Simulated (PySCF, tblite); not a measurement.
C4H10FNSi3.
Structure used (GFN2-xTB), in Å, numbered top down from 1:
```
atom  x, y, z in Å
N1     2.730    1.947    1.256
C2     2.055    1.191    0.711
C3     1.266    0.239    0.053
Si4    2.167   -1.376   -0.364
C5    -0.021    0.547   -0.231
C6    -0.935   -0.427   -0.868
Si7   -1.983   -1.332    0.461
Si8   -0.696    2.256    0.224
F9    -2.230    2.268   -0.290
H10    1.486   -2.497    0.291
H11    3.544   -1.267    0.108
H12    2.142   -1.556   -1.820
H13   -0.380   -1.171   -1.442
H14   -1.623    0.085   -1.541
H15   -1.074   -1.960    1.423
H16   -2.847   -0.370    1.142
H17   -2.779   -2.345   -0.235
H18   -0.783    2.467    1.659
H19   -0.049    3.309   -0.542
```

Method: PBE0/pcSseg-1 in PySCF (dipole) on a GFN2-xTB geometry, gas phase.

Masses are those of the commonest isotopes; rigid-rotor values at the optimised geometry. The values belong to one conformer with, in the numbering `[N:1]#[C:2]/[C:3]([SiH3:4])=[C:5](/[CH2:6][SiH3:7])[SiH2:8][F:9]`, C3–C5–C6–Si7 96°, C3–C5–Si8–F9 179°.

(1) What are A, B and C (MHz)?

(2) Classify the top.

(3) Is it planar, by Δ = Ic − Ia − Ib?

(4) Give the other two planar moments, Paa and Pbb, and the rms extents of the mass along the axes.

(5) Where do the levels up to J = 2 lie, in MHz?

(6) Which types of transition are allowed, and where do some lines up to J = 2 fall?

Results:

(1) Ia = 479.38, Ib = 642.95, Ic = 1010.07 u·Å²; 505379 MHz·u·Å²/I gives A = 1054, B = 786.0, C = 500.3 MHz.

(2) An asymmetric top; Ray's κ = 0.032.

(3) Not planar: Δ = Ic − Ia − Ib = -112.25 u·Å². For a rigid frame Δ = −2 Σ m c², so Σ m c² = 56.13 u·Å² lies off the ab plane: 14.81 from hydrogen and 41.31 from heavier atoms. The atom farthest from that plane is 1.80 Å away.

(4) Paa = Σ m a² = (Ib + Ic − Ia)/2 = 586.83 and Pbb = Σ m b² = (Ia + Ic − Ib)/2 = 423.25 u·Å². With the mass M = 175.01 u, the rms extents √(P/M) along a, b and c are 1.83, 1.56, 0.57 Å.

(5) Above 0(0,0):
J = 1: 1(0,1) 1286, 1(1,1) 1555, 1(1,0) 1840
J = 2: 2(0,2) 3722, 2(1,2) 3842, 2(1,1) 4699, 2(2,1) 5503, 2(2,0) 5641

(6) The dipole components are |μa| = 0.91 D, |μb| = 3.36 D, |μc| = 1.12 D. Intensities carry the squares of the components, which stand as 0.07 : 1.00 : 0.11 (a : b : c). Some lines, for components of 0.1 D or more:

| type | branch | J(Ka,Kc) | MHz | lower level (cm⁻¹) |
| --- | --- | --- | --- | --- |
| b | Q | 1(1,0) ← 1(0,1) | 554 | 0.043 |
| a | Q | 2(1,1) ← 2(1,2) | 857 | 0.128 |
| b | Q | 2(2,0) ← 2(1,1) | 942 | 0.157 |
| a | R | 1(0,1) ← 0(0,0) | 1286 | 0.000 |
| b | R | 1(1,1) ← 0(0,0) | 1555 | 0.000 |
| c | R | 1(1,0) ← 0(0,0) | 1840 | 0.000 |
| b | R | 2(0,2) ← 1(1,1) | 2167 | 0.052 |
| a | R | 2(1,2) ← 1(1,1) | 2287 | 0.052 |
| b | R | 2(2,1) ← 1(1,0) | 3663 | 0.061 |
| c | R | 2(2,0) ← 1(1,0) | 3801 | 0.061 |
| c | R | 2(2,1) ← 1(1,1) | 3949 | 0.052 |

Its GFN2-xTB frequencies are all real (lowest 42 cm⁻¹). Constants of a rigid frame at the computed geometry: no zero-point averaging, no centrifugal distortion. A rigid rotor knows nothing of internal rotation, which can split or shift real lines. Quadrupole hyperfine structure (14N) is left out.
